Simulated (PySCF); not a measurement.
Cd(OMe)(NH2) (CH5CdNO), SMILES [NH2][Cd][O]C.

Coordinates come from a B3LYP-D3(BJ)/def2-SVP optimisation. The structure was generated by enumeration; whether it is a known compound was not checked. The def2 effective core potentials stand for the cores of Cd; spin–orbit coupling is left out. The values are those of a single conformer.

Calculation: PBE/def2-TZVPD (PySCF).

Gas-phase values at a fixed geometry.

```
Item                                                                                                            Value
---------------------------------------------------------------------------------------------  ----------------------
total energy                                                                                       -338.71578 hartree
point group                                                                                                        Cs
highest occupied level                                                                                       -5.58 eV
lowest empty level                                                                                           -1.99 eV
orbital gap                                                                                                   3.59 eV
dipole moment                                                                                                  1.19 D
quadrupole, principal values (traceless, Buckingham form, about the centre of nuclear charge)  -10.83, 4.69, 6.14 D·Å
mean static polarisability                                                                       65.0 bohr³ (9.63 Å³)
polarisability, principal values                                                               48.7, 52.8, 93.5 bohr³
```
